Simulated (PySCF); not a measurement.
PbH₂, SMILES [PbH2] (connectivity only; charge and spin as stated), neutral, multiplicity 1.

The structure is a stationary point at B3LYP-D3(BJ)/def2-TZVPD. The def2 effective core potentials stand for the cores of Pb; spin–orbit coupling is left out.

Two levels are set side by side: PBE/def2-TZVPD (PySCF) and HF/def2-TZVPD (PySCF). Same geometry, gas phase. Differences are taken from unrounded values.

```tsv
quantity	HF	PBE	PBE minus HF
orbital gap (eV)	8.69	2.13	-6.56
highest occupied level (eV)	-8.88	-5.77	3.10
lowest empty level (eV)	-0.18	-3.64	-3.46
dipole moment (D)	1.55	1.54	-0.01
mean polarisability (bohr³)	51.4	52.8	1.5
```

Without exact exchange PBE keeps part of each electron's self-repulsion, which lifts occupied levels and narrows the gap. Differences between two approximate levels are no errors against the true value.

Rough cost on one machine, each run with all the roots and properties that it gave: HF against PBE about 1/4.
